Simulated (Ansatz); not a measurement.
Basis-set extrapolation for `OB(O)Cl` (PBE0-D4/def2-TZVP geometry, frozen core, Ansatz). Multiplicity 1, RHF reference.

|  | def2-TZVPP | def2-QZVPP |
| --- | --- | --- |
| HF | -635.330055 | -635.351109 |
| MP2 correlation | -0.761800 | -0.827322 |
| CCSD(T) correlation | -0.813222 | not run |

Energies in hartree. Use E(X) = E(∞) + A·exp(−7.88·√X) for Hartree–Fock and E(X) = E(∞) + B·X^(−2.97) for correlation, with X = 3 and 4, and add CCSD(T) minus MP2 of the smaller set to the MP2 limit.

Problem. What is the CCSD(T) energy at the basis-set limit?

Solution. HF limit: -635.351109 + (-0.021054) × 0.13774 = -635.35401. MP2 limit: -0.827322 + (-0.065522) × 0.74074 = -0.87586. Higher-order term: -0.813222 − (-0.761800) = -0.05142. Total: -636.28129 hartree, 362.4 kJ/mol below CCSD(T)/def2-TZVPP.
